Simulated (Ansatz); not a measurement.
System: sum formula ZrOF$_{2}$ (charge 0, singlet). 
Coordinates optimised at B3LYP-D3(BJ)/def2-TZVP (Ansatz, a quantum-chemistry and plane-wave program):
```xyz
4

Zr     0.0325    -0.0703    -0.1557
O     -1.3676    -1.0731     0.1502
F     -0.4532     1.7911    -0.4499
F      1.5243    -0.5248     1.0084
```
Charge 0, spin multiplicity 1.

Dipole moments at this geometry, in debye (magnitudes).

```csv
level,program,dipole (D)
SVWN5/def2-TZVPD,Ansatz,4.06
revPBE/def2-TZVPD,Ansatz,[?]
CAM-B3LYP/def2-TZVPD,Ansatz,4.43
LC-wPBE/def2-TZVPD,Ansatz,4.49
wB97X-V/def2-TZVPD,Ansatz,4.46
CCSD(T)/def2-SVPD,Ansatz,[?]
```

**Question.** What belongs in the gaps?

**Answer.** 
- revPBE/def2-TZVPD, dipole (D): 4.09
- CCSD(T)/def2-SVPD, dipole (D): 4.40
